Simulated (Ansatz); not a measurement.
`[F][SnH2][Br]` + `[AsH3]` → `[F][SnH2][AsH2]` + HBr at 400 K and 1 bar (ligand exchange at the Sn–Br bond).

Program: Ansatz. Geometries: PBE0-D4/def2-TZVP. ΔE: electronic, gas phase. CBS: MP2 limit from def2 TZ/QZ plus the TZ coupled-cluster correction, frozen cores. def2 core potentials past Kr. For As, Br, Sn outer-core shells are correlated without core-valence functions, which leaves a few kJ/mol of doubt a bond. Scalar relativity is left out up to krypton.

```json
{"species": "`[F][SnH2][Br]`", "CCSD(T)/CBS energy (Eh)": "-2888.40380", "H − E (kJ/mol)": "66.4", "S (J/(mol·K))": "342.9"}
{"species": "`[AsH3]`", "CCSD(T)/CBS energy (Eh)": "-2236.79077", "H − E (kJ/mol)": "72.0", "S (J/(mol·K))": "234.9"}
{"species": "`[F][SnH2][AsH2]`", "CCSD(T)/CBS energy (Eh)": "-2551.25762", "H − E (kJ/mol)": "110.7", "S (J/(mol·K))": "376.8"}
{"species": "HBr", "CCSD(T)/CBS energy (Eh)": "-2573.91920", "H − E (kJ/mol)": "27.6", "S (J/(mol·K))": "207.2"}
```

H − E and S are ideal-gas, rigid-rotor, harmonic terms from PBE0-D4/def2-TZVP, for one conformer and one mirror image of each species. 1 Eh = 2625.50 kJ/mol, R = 8.31446 J/(mol·K).

Question: By hand: ΔE, ΔH, ΔS and ΔG.

Answer: ΔE = (-2551.25762) + (-2573.91920) − (-2888.40380) − (-2236.79077) = 0.01775 Eh = 46.6 kJ/mol. Δ(H − E) = 110.7 + 27.6 − 66.4 − 72.0 = -0.1, so ΔH = 46.5 kJ/mol. ΔS = 376.8 + 207.2 − 342.9 − 234.9 = 6.2 J/(mol·K). ΔG = 46.5 − 400 × (6.2)/1000 = 44.0 kJ/mol.

Question: By hand: the equilibrium constant, and the temperature at which ΔG would vanish if ΔH and ΔS stayed fixed.

Answer: log₁₀ K = −ΔG/(RT ln 10) = -5.7. ΔG = 0 at ΔH/ΔS = 7500 K, far beyond where these terms or the molecules hold.

The number of gas molecules stays the same, so ΔS is small and ΔH decides. A doubt of 5 kJ/mol in ΔE shifts log₁₀ K by 0.7 here. Other conformers and mirror images would add mixing entropy, several J/(mol·K) or more a flexible species. These are equilibria of isolated gas molecules and say nothing of rates. Largest T1 diagnostic: 0.013 (customary marks: 0.02 for closed shells, 0.045 for open ones).
